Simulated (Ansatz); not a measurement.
`[OH][GeH2][GeH3]` + `CO[SiH2]N` → `CO[SiH2][NH][GeH3]` + `[OH][GeH3]`  (cleavage of the Ge–Ge bond)

Calculated with Ansatz (gas phase, PBE0-D4/def2-TZVP geometries, no zero-point term in ΔE). CBS: MP2 limit from def2 TZ/QZ plus the TZ coupled-cluster correction, frozen cores. This one scheme is used for every species. Functionals use def2-TZVPP. For Ge outer-core shells are correlated without core-valence functions, which leaves a few kJ/mol of doubt a bond. Scalar relativity is left out up to krypton. One conformer a species, not always the lowest.

| level | ΔE (kcal/mol) |
| --- | --- |
| PBE0 | 7.7 |
| HF/def2-TZVPP | 1.8 |

Task: What does CCSD(T)/CBS give? (Estimate.)

Result: Ansatz gave: +5.0 kcal/mol. The listed levels differ from it by 2.7, -3.2 kcal/mol.

Largest T1 diagnostic among the species: 0.012.

The D4 term adds −0.8 kcal/mol with B3LYP and −0.5 kcal/mol with PBE0; it sums over pairs of atoms, weighted by their polarisabilities, and B3LYP, whose exchange is more repulsive, gets the larger term. In def2-TZVPP, CCSD(T) changes the Hartree–Fock value by +2.3 kcal/mol (the triples alone add +0.1 kcal/mol) and MP2 by +1.8 kcal/mol. From PBE to PBE0 (25 % exact exchange), in def2-TZVPP and without D4, ΔE moves by −1.2 kcal/mol.

B3LYP here is the variant with VWN-RPA as its local correlation; programs differ in this.
